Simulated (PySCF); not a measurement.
Structure problem from calculated spectra and properties.

Formula: CH5GaS.

| Item | Value |
| --- | --- |
| UV, strongest line | among the 15 lowest singlet transitions: S8 at 7.42 eV (167 nm, f = 0.200) [TDDFT CAM-B3LYP/def2-SVPD] |
| 13C NMR | chemical shifts (computed TMS as zero) by class: 21.3 (1 C) ppm [GIAO B3LYP/pcSseg-1 (pcSseg-2 on Ga)] |
| Triplet | lowest triplet excitation (Tamm–Dancoff): 4.18 eV [TDA CAM-B3LYP/def2-SVPD] |
| Polarisability | 66.2 au [CAM-B3LYP/def2-SVPD] |
| UV, first state | lowest singlet excitation: 5.09 eV (244 nm, f = 0.078) [TDDFT CAM-B3LYP/def2-SVPD] |
| NMR, other nuclei | isotropic shieldings of nuclei other than C and H, by class: 447 (1 S), 1151 (1 Ga) ppm [GIAO B3LYP/pcSseg-1 (pcSseg-2 on Ga)] |
| Dipole | 1.50 D [CAM-B3LYP/def2-SVPD] |
| Rotational structure | rotational constants A, B, C: 15.221, 2.802, 2.402 GHz [PBE0-D3(BJ)/def2-SVP] |
| 1H NMR | chemical shifts (computed TMS as zero) by class: 6.17 (2 H), 2.49 (3 H) ppm [GIAO B3LYP/pcSseg-1 (pcSseg-2 on Ga)] |

Electronic properties: PySCF, gas phase, density fitting. Levels stand in brackets. One conformer (not necessarily the lowest) at the PBE0-D3(BJ)/def2-SVP geometry, without solvent, vibrations or thermal averaging. Relativistic effects, spin–orbit coupling among them, are left out although an element past zinc is present. NMR values are class means; diastereotopic atoms form classes of their own.

Q: Propose a structure and show how it fits.

A: The one carbon: carbon bonded to S and 3 H (21.3 ppm). Hydrogen classes from least to most shielded: 2 H on a gallium bonded to S and 2 H (6.17 ppm), 3 H on a carbon bonded to S and 3 H (2.49 ppm). The other shieldings belong to: 447 ppm, sulfur bonded to C and Ga; 1151 ppm, gallium bonded to S and 2 H. By its constants the optimised geometry is an asymmetric top. Structure: GaH2(SMe), `[H][Ga]([H])[S]C`. The assignments are read from this structure; whether some other isomer fits the data as well wasn't checked. NMR values of atoms bound to Ga lack the spin–orbit term that these neighbours bring.
